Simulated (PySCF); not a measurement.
**Low-lying terms of K⁺ (potassium, charge +1)**

Ground state [Ar], ¹S. Computed with PySCF 2.14 in x2c-TZVPall with one added diffuse shell each of s, p, d type (7s5p4d, 42 functions), with the spin-free X2C one-electron Hamiltonian (Gaussian nucleus). Vertical excitation energies in eV without spin-orbit coupling; excited terms of each kind are numbered among those the solver found. Frozen: [Ne].

```csv
term,leading excitation,EOM-EE-CCSD
1 3P°,3p → s,20.120
1 1P°,3p → s,20.443
1 3S,3p → p,22.569
1 3D,3p → p,23.022
1 1D,3p → p,23.153
1 1P,3p → p,23.263
1 3P,3p → p,23.269
1 1S,3p → p,23.789
2 3P°,3p → s,26.203
2 1P°,3p → s,26.269
1 3F°,3p → d,26.992
1 1F°,3p → d,27.191
2 3S,3p → p,27.391
2 1D,3p → p,27.479
```

Only the lower part of the computed list is shown. The solver can miss terms. Rydberg members are limited by the diffuse functions of the basis.
